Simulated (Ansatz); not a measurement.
Isolated molecules relaxed with PBE0-D4/def2-TZVP in Ansatz; ΔE leaves out vibrations. CCSD(T)/CBS is the MP2 limit (def2-TZVPP, def2-QZVPP) plus CCSD(T) − MP2 in def2-TZVPP, frozen cores. This one scheme is used for every species. DFT in def2-TZVPP. B3LYP here is the variant with VWN-RPA as its local correlation; programs differ in this. HSE06 is defined as in plane-wave codes. Open shells (•) are unrestricted, without spin–orbit coupling. For Ge outer-core shells are correlated without core-valence functions, which leaves a few kJ/mol of doubt a bond. Scalar relativity is left out up to krypton. One conformer a species, not always the lowest.

Reaction (homolysis of the Ge–S bond): `[SH][Ge]([SH])([Cl])[Cl]` → `[SH][Ge]([Cl])[Cl]`• + `[SH]`•

`[SH][Ge]([SH])([Cl])[Cl]`:

```xyz
7

S     1.992    0.702   -0.303
Ge   -0.086    0.046   -0.042
S    -0.054   -1.731    1.246
Cl   -1.336    1.538    0.856
Cl   -0.951   -0.322   -1.968
H     1.729    1.261   -1.496
H    -1.294   -1.493    1.708
```

`[SH][Ge]([Cl])[Cl]`•:

Cartesian coordinates in Å:
```
S 0.227 -1.445 0.761
Ge 0.329 0.678 0.100
Cl -0.981 1.759 1.425
Cl -0.411 0.880 -1.925
H 0.836 -1.872 -0.360
```

`[SH]`•:

Z-matrix (Å, degrees):
```
S
H 1 1.346
```

Problem. What is ΔE at CCSD(T)/CBS? (An estimate is asked.)

Solution. Ansatz gave: +79.2 kcal/mol.

Problem. What do these levels give: PBE-QIDH, PBE, revPBE, BLYP, r2SCAN, PBE0, B3LYP, HSE06, BHLYP, HF/def2-TZVPP, MP2/def2-QZVPP, CCSD/CBS(def2)? (An estimate is asked.)

Solution. Ansatz gave: PBE-QIDH 78.3, PBE 71.2, revPBE 66.0, BLYP 62.3, r2SCAN 72.4, PBE0 73.0, B3LYP 66.2, HSE06 73.0, BHLYP 67.8, HF/def2-TZVPP 51.8, MP2/def2-QZVPP 83.3, CCSD/CBS(def2) 76.7 kcal/mol.

Largest T1 diagnostic among the species: 0.013.

The D4 term adds +4.3 kcal/mol with B3LYP and +2.4 kcal/mol with PBE0; it sums over pairs of atoms, weighted by their polarisabilities, and B3LYP, whose exchange is more repulsive, gets the larger term. Leaving LDA and LC-ωPBE aside and taking each functional with its dispersion term where it has one, the values, not all of them listed here, spread over 10.6 kcal/mol, from BLYP-D4 to PBE-QIDH. LDA lies +14.7 kcal/mol from PBE without D4, its usual overbinding.
